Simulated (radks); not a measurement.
Species: Er. Configuration: [Xe] 4f12 6s2.

All-electron calculation, Dirac Kohn-Sham, PBE, spin-unpolarised, spherical densities, finite nucleus; open shells fill j = l - 1/2 first; Fermi nuclear charge, rms radius 5.2516 fm. Program: a radial shooting solver on a logarithmic mesh with Libxc functionals.

Energy parts (hartree):
| part | energy |
|---|---|
| total | -13098.4073 |
| kinetic | 14454.1362 |
| electron-nucleus | -32407.4485 |
| Hartree | 5134.1685 |
| exchange-correlation | -279.2635 |

Orbitals (lengths in bohr, moments of r in powers of bohr; <r^-3> diverges for s and p1/2; r(90%) holds 90 % of the orbital's charge):
orbital	occ.	eigenvalue (hartree)	<r^4>	r(90%)	<r^-3>
1s1/2	2	-2105.509	8.648e-07	0.0369	-
2s1/2	2	-353.5228	0.0001338	0.134	-
2p1/2	2	-336.7599	0.00008189	0.118	-
2p3/2	4	-303.0663	0.0001118	0.128	12190
3s1/2	2	-79.20413	0.005077	0.330	-
3p1/2	2	-71.83972	0.004556	0.323	-
3p3/2	4	-64.76303	0.005744	0.342	2658
3d3/2	4	-52.15499	0.004039	0.314	452.4
3d5/2	6	-50.60838	0.004338	0.319	395.5
4s1/2	2	-15.62037	0.1240	0.730	-
4p1/2	2	-12.67592	0.1392	0.753	-
4p3/2	4	-11.08394	0.1762	0.799	598.3
4d3/2	4	-6.23567	0.2457	0.869	87.17
4d5/2	6	-5.94640	0.2654	0.886	74.85
4f5/2	6	-0.13541	3.660	1.44	10.85
4f7/2	6	-0.09570	4.820	1.49	10.31
5s1/2	2	-1.90114	4.740	1.82	-
5p1/2	2	-1.10921	8.436	2.10	-
5p3/2	4	-0.91292	11.68	2.27	71.91
6s1/2	2	-0.14084	552.6	5.99	-

The highest occupied level is 4f7/2 at -2.604 eV. The electron density at the nucleus is 8.728e+05 e/bohr^3. The density falls to 0.001 e/bohr^3 at r = 5.10 bohr. Summed over all electrons, <r^2> = 75.16 bohr^2, which gives a Langevin (diamagnetic) susceptibility term of -59.5 x 10^-6 cm^3/mol.
